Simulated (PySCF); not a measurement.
H3OSi, SMILES [O][SiH3], multiplicity 2. Atoms are numbered in the order given.

```xyz
5

O      1.1836    -0.0267     0.0000
Si    -0.4742    -0.0013     0.0000
H     -0.7218     1.4692     0.0000
H     -1.0542    -0.6187    -1.2149
H     -1.0542    -0.6187     1.2149
```
Charge 0, spin multiplicity 2.

The structure is a stationary point at B3LYP-D3(BJ)/def2-TZVP. The isomer is the one that the SMILES or the coordinates give; other isomers of the formula were not compared.

Calculation: SMD-M06-2X/6-31G* run with PySCF.

Solvation free energies are E(SMD) − E(gas) at the gas-phase geometry, for 1 M in both phases. In vacuum the dipole moment is 1.67 D.

Question: Rank water, N,N-dimethylformamide, dichloromethane by solvation free energy, most negative first.

Answer: N,N-dimethylformamide (-2.1 kcal/mol), dichloromethane (-1.5 kcal/mol), water (-0.9 kcal/mol)
